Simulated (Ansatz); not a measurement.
One change: `CC[TeH]` becomes `CC[SiH3]`.

Ansatz, PBE0-D4/def2-TZVP geometries, multiplicity 1. 

Elements past krypton have def2 core potentials.  Spin–orbit coupling is left out; it splits and shifts lone-pair levels of the heavy atoms by tenths of an eV.

| property | `CC[TeH]` |
| --- | --- |
| size of the dipole moment (B3LYP/def2-TZVPP) / D | 1.41 |
| size of the dipole moment (ωB97M-V/def2-TZVPP) / D | 1.37 |
| HOMO–LUMO gap (PBE/def2-TZVPP) / eV | 3.57 |
| HOMO energy (PBE0/def2-TZVPP) / eV | -6.02 |
| zero-point energy (PBE0-D4/def2-TZVP) / kJ/mol | 188.7 |
| HOMO–LUMO gap (B3LYP/def2-TZVPP) / eV | 4.98 |

(1) What does the change do to each property? (Estimate.)

## Answers

(1) The calculation gave: 
```
                                          property  `CC[SiH3]`  shift
  size of the dipole moment (B3LYP/def2-TZVPP) / D        0.89  -0.52
size of the dipole moment (ωB97M-V/def2-TZVPP) / D        0.89  -0.48
               HOMO–LUMO gap (PBE/def2-TZVPP) / eV        7.15   3.58
                HOMO energy (PBE0/def2-TZVPP) / eV       -8.52  -2.50
    zero-point energy (PBE0-D4/def2-TZVP) / kJ/mol       235.8   47.1
             HOMO–LUMO gap (B3LYP/def2-TZVPP) / eV        8.76   3.78
```

With PBE0 the HOMO falls by 2.50 eV and the LUMO rises by 1.29 eV, so the gap widens by about 3.79 eV. PBE moves the HOMO by -2.26 eV and ωB97M-V by -2.62 eV. The zero-point energy changes by 47.1 kJ/mol with +6 modes. Dipoles are sizes alone; their direction can turn.

B3LYP here is the variant with VWN-RPA as its local correlation; programs differ in this.
